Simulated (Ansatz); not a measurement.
`[OH][Hf]([Cl])([Cl])[Cl]` and `[NH2][Hf]([Cl])([Cl])[Cl]` differ in one atom or group.

Ansatz, PBE0-D4/def2-TZVP geometries, multiplicity 1. Each molecule was computed in one conformer, which needn't be the lowest.

Elements past krypton have def2 core potentials.

```csv
property,`[OH][Hf]([Cl])([Cl])[Cl]`
HOMO–LUMO gap (PBE/def2-TZVPP) / eV,5.68
LUMO energy (PBE/def2-TZVPP) / eV,-2.22
size of the dipole moment (PBE/def2-TZVPP) / D,2.80
size of the dipole moment (B3LYP/def2-TZVPP) / D,2.81
HOMO–LUMO gap (ωB97M-V/def2-TZVPP) / eV,12.21
HOMO energy (PBE/def2-TZVPP) / eV,-7.91
```

What does the change do to each property? (Best estimate.)

The calculation gave: 
| property | `[NH2][Hf]([Cl])([Cl])[Cl]` | shift |
| --- | --- | --- |
| HOMO–LUMO gap (PBE/def2-TZVPP) / eV | 4.45 | -1.23 |
| LUMO energy (PBE/def2-TZVPP) / eV | -2.47 | -0.25 |
| size of the dipole moment (PBE/def2-TZVPP) / D | 2.66 | -0.14 |
| size of the dipole moment (B3LYP/def2-TZVPP) / D | 2.66 | -0.15 |
| HOMO–LUMO gap (ωB97M-V/def2-TZVPP) / eV | 11.16 | -1.05 |
| HOMO energy (PBE/def2-TZVPP) / eV | -6.92 | 0.99 |

With PBE0 the HOMO rises by 0.98 eV and the LUMO falls by 0.22 eV, so the gap narrows by about 1.20 eV. PBE moves the HOMO by 0.99 eV and ωB97M-V by 0.88 eV. Dipoles are sizes alone; their direction can turn.

B3LYP here is the variant with VWN-RPA as its local correlation; programs differ in this.
